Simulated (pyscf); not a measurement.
Thermochemistry of product channels of `[CH]=[C]=[O]` [doublet] on the doublet surface, in eV, from CCSD(T)/def2-TZVPP + ΔMP2(QZVPP) energies (ideal gas, 1 atm, RRHO with modes under 100 cm⁻¹ raised to 100, one conformer, R ln 2 for chiral ones without a mode under 150 cm⁻¹). PySCF, gas phase, ωB97X-D3(BJ)/def2-SVP geometries. MP2 and CC: frozen core, UHF for open shells. ΔMP2 is the change of the MP2 total energy from the triple- to the quadruple-zeta basis.

```
products                      ΔE  ΔH(298 K)  ΔG(600 K)  ΔG(900 K)
-------------------------  -----  ---------  ---------  ---------
`[C]1=[CH][O]1` [doublet]  +2.25      +2.25      +2.23      +2.23
`[C]#[C][OH]` [doublet]    +2.31      +2.34      +2.30      +2.29
```

These are energies of the channels, which say nothing of barriers. The CCSD(T) − MP2 part came from Ansatz, without density fitting, on the same reference.
